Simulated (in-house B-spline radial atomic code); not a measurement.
The numbers below are computed, except where a source is named.
**Building a PAW s channel for W, r_c = 2.64 bohr**

W, [Xe] 4f14 5d4 6s2, non-relativistic PBE (a model for so heavy an element), spherical and spin-unpolarised, from a B-spline radial code for spherical atoms (atomic units; all potentials screened as in the neutral atom).

Two all-electron partial waves φ1, φ2 are integrated outwards at E1 = ε(6s) = -0.174685 and E2 = E1 + 1 hartree; φ1 is the bound orbital and φ2 has unit norm inside r_c = 2.642 bohr. Smooth partners are polynomials, r^1(a0 + a1 r² + a2 r⁴ + a3 r⁶), matched to φ and three derivatives at r_c, with no condition on the norm. The local potential is -4.52341 + (1.59237) r² + (-0.230084) r⁴ + (0.0121074) r⁶ inside 2.202 bohr and the all-electron one outside.

```
wave     φ(r_c)    φ'(r_c)           a0          a1           a2            a3
   1  0.5865101  0.1110128  0.005628814  0.09474206  -0.01268506  0.0005089794
   2  0.4957386   -1.50715    0.6439876  0.07380766  -0.03185381   0.001706823
```

Inside r_c the overlaps are <φi φj> = [[0.24902, 0.46950], [0.46950, 1.00000]] and, for the smooth waves, [[0.24802, 0.54404], [0.54404, 1.58419]]. With χj = (Ej − T − V_local) applied to smooth wave j, the program's quadrature gives the matrix B_ij = <smooth i, χj> as [[0.14711, 0.66497], [0.59042, 2.97762]].

Problem. Check the match of the first wave, and find the augmentation charges q_ij.

Solution. At r_c the four terms are 0.01487, 1.74719, -1.63289, 0.45733, which sum to 0.5865, φ1(r_c) to rounding. q_ij is the all-electron overlap less the smooth one: [[0.00100, -0.07455], [-0.07455, -0.58419]]. The smooth first wave has a norm of 0.2480 inside r_c against 0.2490, and q11 > 0 puts back the missing charge.

Problem. B isn't symmetric. Show that D_ij = B_ij + Ej q_ij is.

Solution. Integrating by parts gives B12 − B21 = (E1 − E2) q12: 0.66497 − (0.59042) = 0.07455, and −1 × (-0.07455) = 0.07455. So D12 = 0.66497 + (0.825315)(-0.07455) = 0.60344 and D21 = 0.59042 + (-0.174685)(-0.07455) = 0.60344; D11 = 0.14694, D22 = 2.49548. The projectors, p = (B⁻¹)ᵀ χ, are dual to the smooth waves; det B = 0.045.

Solving (T + V_local + Σ p D p) ψ = E (1 + Σ p q p) ψ in a sphere of 9 bohr, whose wall lifts the free-atom level a little, gives these levels:

```
all-electron  one projector  two projectors
   -0.173534      -0.974206       -9.140840
    0.112623      -0.173534       -0.173534
    0.492906       0.112236        0.112594
    1.037040       0.488247        0.492852
    1.734540       1.011180        1.036950
```

Problem. What does the second projector gain?

Solution. With one projector a ghost lies below the reference level, so the set fails. With two a ghost lies below the reference level, so the set fails. The lowest eigenvalue of the overlap operator is 1 with one and 0.04058 with two projectors. The smooth orbital alone needs a cutoff of 2.69 hartree for 1 millihartree of kinetic energy, against 4.87 for a norm-conserving Troullier-Martins orbital of the same radius, which is no gain while the set fails.
